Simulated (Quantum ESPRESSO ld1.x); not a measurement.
The numbers below are computed, except where a source is named.
One sound ld1.x (Quantum ESPRESSO 7.5) input for neutral chlorine gives E = -460.1224 hartree in 35 iterations:

```
 &input
    zed=17.0,
    iswitch=1,
    rel=1,
    lsd=1,
    dft='PZ',
    config='[Ne] 3s2 3p5',
    prefix='ld1',
    max_out_wfc=37,
    file_charge='ld1.rho',
 /
```

Changed or added lines, one case at a time, and what came of them:

- atom='Cl': harmless. atom and zed name the same element, and the result equals that of the sound run.
- rel=2: refused. The program stops in ld1_readin with "local spin density and spin-orbit not allowed": spin polarisation goes with rel = 0 or 1 alone.
- beta=0.001: not converged. So little new potential is mixed in that the limit of 200 iterations comes first; the energy is off by -0.00019 hartree.
- config='[Ne] 3s2 3p5 5g1': refused. The program stops in el_config with "l not found:G": the config string knows s, p, d and f alone.
- rmax=4.0: inaccurate. The mesh cuts the orbital tails; the run ends without a warning, but the energy is off by +0.0161 hartree against the default mesh.
- config='[Ne] 3s2 3p5 8s1': refused. The program stops in el_config with "wrong main quantum number": the config string takes n from 1 to 7 alone.
- dx=0.002: refused. The program stops in do_mesh with "ndmx is too small": the mesh holds 3500 points at most, so dx, xmin and rmax must fit that.
